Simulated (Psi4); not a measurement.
Input for Psi4:
```
memory 2 GB

molecule {
0 2
C    -0.01711389    0.13861103   -1.25945287
Si    0.00774095   -0.06609183    0.57241213
H    -0.92959358    0.22915764   -1.82227983
H     0.88009381    0.20740535   -1.84926448
H     0.03350168    1.24334789    1.24448153
H    -1.19792114   -0.77868484    1.00294438
H     1.20822931   -0.80760657    0.96706573
}

set {
  basis def2-sv(p)
  reference uks
}

energy('revpbe')
print_variables()
```

Problem. Estimate the dipole moment that REVPBE/def2-SV(P) run with Psi4 returns for this input.

Solution. 0.57 D

Problem. Estimate the total energy that REVPBE/def2-SV(P) returns for this input.

Solution. -330.3256 Eh

Problem. Give the number of basis functions at the level REVPBE/def2-SV(P).

Solution. 42

Problem. Estimate the <S^2> that REVPBE/def2-SV(P) returns for this input.

Solution. 0.754

These values belong to the state on which the SCF converged, which isn't shown to be the lowest.
